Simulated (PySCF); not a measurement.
Ga(H)(Cl)(NH2) (ClGaH₃N), SMILES [NH2][GaH][Cl]. Coordinates come from a PBE0-D3(BJ)/def2-TZVP optimisation. The values are those of a single conformer.

Computed with PySCF with PBE0-D3(BJ)/def2-TZVP.

Harmonic wavenumbers (cm⁻¹): 157, 214, 381, 413, 519, 576, 727, 760, 1555, 2057, 3621, 3731. Rotational constants (GHz): 14.88, 3.334, 2.724; symmetry number 1.

**Question.** Work out the zero-point energy and the ideal-gas rigid-rotor harmonic-oscillator thermochemistry at 298.15 K and 1 atm.

**Answer.** ZPE = ½ Σ hcν = ½ × 14711 cm⁻¹ = 87.99 kJ/mol. H − E(el) = 104.15 kJ/mol. Entropy in J/(mol K): translation 168.68, rotation 105.77, vibration 34.23, total 308.68. G − E(el) = 12.12 kJ/mol. Cp = 77.31 J/(mol K).
